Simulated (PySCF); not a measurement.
Cartesian coordinates (Å):
```xyz
5

Zn    -0.0059    -0.0790    -0.0815
O      1.5965    -0.6218     0.4730
H      2.2046    -0.7466    -0.2794
O     -1.5975     0.6085    -0.4866
H     -2.2676    -0.0930    -0.5878
```
Charge 0, spin multiplicity 1.

Problem. What total energy, charge on the central atom (Mulliken) and HOMO–LUMO gap does PySCF with TPSSh-D3(BJ)/def2-TZVP // PBE-D3(BJ)/def2-SVP give?

Solution. 
```yaml
total_energy: -1931.1362 Ha
charge on the central atom (Mulliken): 0.60 e
HOMO–LUMO gap: 5.96 eV
```
